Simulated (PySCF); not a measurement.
Sn(OH)3(SiMe3), SMILES C[Si](C)(C)[Sn]([OH])([OH])[OH] (C3H12O3SiSn), singlet, GFN2-xTB optimised geometry. Atoms within 1.6 Å of the plane z = 1.2 Å (x, y, z in Å): C3 (-2.38, -1.34, -0.29), Sn5 (0.63, 0.50, 0.00), O6 (2.67, 0.50, 0.00), O7 (0.18, -0.15, 1.87), O8 (0.25, 2.49, 0.00), H12 (-2.00, -1.72, 0.65), H13 (-2.97, -0.46, -0.08), H18 (3.04, -0.15, 0.60), H19 (0.32, 0.49, 2.57), H20 (1.05, 3.01, -0.10).

Calculation: B3LYP/def2-SVP, def2 effective core potentials past Kr run with PySCF. The core electrons that the potentials of Sn replace are not part of the density.

Map of the electrostatic potential (hartree/e), clipped to [-0.08, 0.12] on the plane z = 1.2 Å:

```
|---------------------------|
|---------------------------|
|----------::::-------------|
|---------::::::---=--------|
|--------:::...:--==--------|
|--------::..  .:-==--------|
|--------::.    :-----------|
|--------::.    :----:::----|
|---------::...:----:::::---|
|----------::-=+**=-...::---|
|====-------=+%@@@*-...::---|
|======-----=*@@@@#-:::-----|
|=======---:-*@@@@#++**==---|
|=======---::#@@@@*+%@@*==--|
|========--:.+@@@*++%@@#+==-|
|=========-:.:=+===+*%#*+===|
|=======+%#=:.:::-==++++====|
|=======#@@+-::::--==++=====|
|=======*@%+-------=========|
|=======+++==-----==========|
|============----===========|
|===========================|
|===========================|
|===========================|
|===========================|
|===========================|
|===========================|
```
Scale: ten equal steps from -0.080 (start of ' ') to 0.120 (end of '@'), in the order ' .:-=+*#%@'; x runs from -5.50 to 5.50, y from -5.50 (bottom) to 5.50 (top).
